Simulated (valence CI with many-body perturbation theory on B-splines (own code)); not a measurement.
The numbers below are computed, except where a source is named.
Hg⁹⁺: magnetic and hyperfine properties of the levels

Method: relativistic CI+MBPT: three valence electrons over a frozen Dirac-Fock core [Xe] 4f14, radial functions for each j: 9 s, 9 p, 10 d, 8 f, 5 g, 3 h, 1 i, with the one-electron correlation potential Σ1, the two-electron term Σ2, the three-electron term Σ3, Breit, model QED; selected CI, second order for the rest, scaled by the run's own slope (own B-spline code, finite nucleus).

No measured spectrum was set against this ion. As an estimate, terms of the open shell hold to 2 to 4 % of their energy, and close levels can change places. Core correlation moves these levels by up to 14000 cm⁻¹, and in measured spectra 5 to 20 % of such shifts remained as error; rates that hang on mixing are uncertain with them. The list stops below the first excitations out of the core.

A/g_I is the dipole constant over the nuclear g factor μ/I (μ in nuclear magnetons, uniformly magnetised nucleus), B/Q the quadrupole constant per barn. Both hold the static response of the core; the bare values leave it out. Large factors of s and p1/2 electrons are usually good to 5 to 10 %; those of open d and f shells near neutrality can be off by tens of per cent, and small factors of p3/2, d and f electrons come from cancelling terms and can be off by a factor of two or in sign, in half-filled shells by more. B is blank for J = 1/2, where it vanishes, and for nearly pure S terms. Energies count from the lowest level.

Levels are named by their leading jj configuration (3d3/2^4 stands for four electrons in 3d with j = 3/2), which in mixed levels can hold well under half, so a name can repeat and another be missing. Letters in brackets count levels of one name in rising energy.

```tsv
Level	E (eV)	g	A/g_I (MHz)	A/g_I bare	B/Q (MHz/b)	B/Q bare
(5d3/2^3) J=3/2	0.000	0.554	4960	3830	-2030	-1800
(5d3/2^2 5d5/2) J=5/2 [a]	1.839	1.042	1940	2150	-1290	-1170
(5d3/2^2 5d5/2) J=7/2	2.920	1.140	1540	2080	-219	-280
(5d3/2^2 5d5/2) J=3/2	3.015	1.327	574	1730	-1150	-1030
(5d3/2^2 5d5/2) J=9/2	3.344	1.127	1740	2300	1720	1390
(5d3/2^2 5d5/2) J=1/2	3.539	2.005	-4560	-1910		
(5d3/2 5d5/2^2) J=7/2 [a]	5.230	1.006	2020	2070	767	694
(5d3/2^2 5d5/2) J=5/2 [b]	5.413	1.513	-816	751	2730	2340
(5d3/2 5d5/2^2) J=9/2	5.525	1.120	1470	1890	1480	1260
(5d3/2 5d5/2^2) J=3/2 [a]	6.272	1.171	1350	2000	-2690	-2370
(5d3/2 5d5/2^2) J=1/2	6.562	1.331	-1120	-553		
(5d3/2 5d5/2^2) J=11/2	6.918	1.090	1710	2080	5770	5080
(5d3/2 5d5/2^2) J=5/2 [a]	7.479	1.187	1050	1650	866	785
(5d3/2 5d5/2^2) J=5/2 [b]	7.897	0.981	1930	1840	2080	1810
(5d3/2 5d5/2^2) J=7/2 [b]	8.275	1.122	1610	2090	1390	1240
(5d5/2^3) J=9/2	8.613	1.106	1300	1600	1230	1110
(5d5/2^3) J=3/2	9.224	1.180	1280	1940	832	756
(5d3/2 5d5/2^2) J=3/2 [b]	11.769	0.831	3410	3090	3000	2660
(5d5/2^3) J=5/2	12.384	1.161	1070	1560	1410	1270
(5d3/2^2 6s) J=3/2	33.057	0.456	-15300	-14100	454	415
(5d3/2^2 6s) J=5/2	33.571	1.024	20900	19300	342	309
(5d3/2 5d5/2 6s) J=7/2 [a]	35.730	1.228	14600	13800	1160	964
(5d3/2^2 6s) J=1/2	35.979	2.415	89300	83100		
(5d3/2 5d5/2 6s) J=5/2 [a]	36.317	0.987	-7170	-6110	1000	850
(5d3/2 5d5/2 6s) J=9/2	37.157	1.275	12700	12200	3670	3150
(5d3/2 5d5/2 6s) J=3/2 [a]	37.315	1.544	13000	12700	2060	1770
(5d3/2 5d5/2 6s) J=5/2 [b]	37.359	1.320	18800	17700	-1480	-1360
(5d3/2 5d5/2 6s) J=3/2 [b]	38.036	1.104	705	1090	-1560	-1400
(5d3/2 5d5/2 6s) J=7/2 [b]	38.052	1.017	-7910	-6640	4720	4160
(5d3/2 5d5/2 6s) J=1/2	38.633	0.954	-23100	-21100		
(5d5/2^2 6s) J=9/2	39.830	1.169	12800	12000	5940	5290
(5d5/2^2 6s) J=7/2	40.342	1.024	-9390	-8150	4190	3710
(5d5/2^2 6s) J=5/2	40.440	1.353	21200	19900	-1990	-1750
(5d5/2^2 6s) J=3/2	41.198	1.161	-18300	-15800	-1900	-1710
(5d5/2^2 6s) J=1/2	44.448	1.968	101000	92800
```

Problem. Take the isotope of mass number 201, with I = 3/2, μ = -0.558 μN and Q = 0.387 b. What is the hyperfine structure of (5d3/2^2 5d5/2) J=5/2 [a]?

Solution. From the table A = -722 MHz, B = -499 MHz. Shifts from the centre of gravity in MHz: F = 1: 3440, F = 2: 2400, F = 3: 455, F = 4: -2830.
